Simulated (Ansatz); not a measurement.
Two isomers of Cl2H4OSi2: A = `[SiH3]O[SiH](Cl)Cl`, B = `O[SiH2][SiH](Cl)Cl`.

Calculated with Ansatz (gas phase, PBE0-D4/def2-TZVP geometries, no zero-point term in ΔE). CBS: MP2 limit from def2 TZ/QZ plus the TZ coupled-cluster correction, frozen cores. Functionals use def2-TZVPP. B3LYP here is the variant with VWN-RPA as its local correlation; programs differ in this. One conformer a species, not always the lowest.

A:

```xyz
9

Si   -0.8411   -0.3146   -1.3195
O    -0.3995    0.4052    0.0967
Si    0.6625    0.4570    1.3021
Cl    0.6492   -1.3085    2.3215
Cl    2.5397    0.7619    0.5663
H    -2.1070    0.3172   -1.7564
H    -1.0417   -1.7671   -1.0974
H     0.2179   -0.0998   -2.3351
H     0.3200    1.5486    2.2218
```

B:

Z-matrix (Å, degrees):
```
Si
Si 1 2.346
O 1 1.648 2 109.7
H 1 1.489 2 106.6 3 122.4
H 1 1.482 2 111.3 3 -117.7
Cl 2 2.064 1 105.9 3 -46.5
Cl 2 2.053 1 110.1 3 -164.8
H 2 1.481 1 117.6 3 72.2
H 3 0.959 1 117.2 2 52.7
```

(1) Which isomer does CCSD(T)/CBS put lower? Give the gap. (Estimate.)

(2) Give E(B) − E(A) in kJ/mol with MP2/def2-TZVPP, CCSD(T)/def2-SVP, B3LYP, B2PLYP, CCSD/def2-TZVPP, BLYP-D4, PBE-D4. (Estimate.)

(3) Does the order hold for the free energy at 298.15 K (harmonic terms from PBE0-D4)? (Estimate.)

Largest T1 diagnostic: 0.011.

## Answers

(1) The calculation gave: A, by 135.7 kJ/mol.

(2) The calculation gave: MP2/def2-TZVPP 144.3, CCSD(T)/def2-SVP 138.4, B3LYP 132.5, B2PLYP 138.8, CCSD/def2-TZVPP 141.5, BLYP-D4 125.6, PBE-D4 106.7. None reverses the order clearly.

(3) Computed: Yes: G(B) − G(A) = +142.3 kJ/mol, for one conformer each. Modes under 60 cm⁻¹, often nearly free rotors, make the harmonic entropy too high.

From r2SCAN to r2SCAN0 (25 % exact exchange), in def2-TZVPP and without D4, E(B) − E(A) moves by +4.5 kJ/mol. Leaving LDA and LC-ωPBE aside and taking each functional with its dispersion term where it has one, the values, not all of them listed here, spread over 38.8 kJ/mol, from PBE-D4 to BHLYP-D4. LDA lies +6.0 kJ/mol from PBE without D4.
